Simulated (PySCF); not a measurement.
Electric field gradients and quadrupole coupling constants

C4H9NSi.
Geometry (GFN2-xTB, Å), atoms numbered from 1 in this order:
```
atom  x, y, z in Å
C1     0.521    1.384   -0.193
C2    -0.040   -0.021   -0.399
Si3   -1.943   -0.056   -0.209
C4     0.621   -1.004    0.581
C5     2.033   -1.113    0.321
N6     3.150   -1.184    0.084
H7     0.090    2.077   -0.912
H8     0.294    1.748    0.808
H9     1.604    1.393   -0.319
H10    0.222   -0.342   -1.414
H11   -2.402   -1.431   -0.416
H12   -2.286    0.378    1.147
H13   -2.531    0.844   -1.198
H14    0.182   -2.001    0.484
H15    0.481   -0.664    1.611
```

Field gradients from the PBE0/pcSseg-1 density (PySCF, non-relativistic), principal values in atomic units, ordered |Vxx| ≤ |Vyy| ≤ |Vzz|:

```csv
atom,Vxx,Vyy,Vzz
N6,0.4686,0.4935,-0.9622
```

Find the asymmetry η = (Vxx − Vyy)/Vzz and the couplings χ = eQV/h (234.96 MHz × Q in barn × V in au), with Q(14N) = 0.02044 b.

| atom | environment | nucleus | η | χzz (MHz) | χxx (MHz) | χyy (MHz) |
| --- | --- | --- | --- | --- | --- | --- |
| N6 | nitrile nitrogen | 14N | 0.03 | -4.621 | 2.251 | 2.370 |

The gradient is axial or nearly so (η below 0.05) at N6. 

What is Vzz at N6 in SI units (1 au = 9.71736 × 10²¹ V/m²)?

-0.9622 au = -9.350 × 10²¹ V/m².

What couplings would deuterons (Q(2H) = 0.00286 b) have in place of the hydrogens, at this geometry?

```tsv
atom	bonded to	bond length (Å)	Vzz (au)	η	χzz (kHz)
H7	C1	1.088	0.3138	0.03	211
H8	C1	1.089	0.3104	0.03	209
H9	C1	1.090	0.3053	0.03	205
H10	C2	1.096	0.2953	0.04	198
H11	Si3	1.464	0.1618	0.02	109
H12	Si3	1.465	0.1622	0.01	109
H13	Si3	1.461	0.1645	0.01	111
H14	C4	1.094	0.2954	0.05	199
H15	C4	1.094	0.2955	0.04	199
```

Geometry: GFN2-xTB, one conformer, isolated molecule. GFN2-xTB bond lengths can be off by several hundredths of an ångström, more for odd bonds, and the gradients follow them. With so small a basis the couplings can be 20 % off.

These values come from a run that also computed NMR shieldings. The run took 41 s of wall time (with the writing of density and orbital grids) on an Arm Neoverse N1 with one thread, shared host with 64 logical CPUs at a one-minute load of 54, and the process peaked at 0.72 GiB of memory.
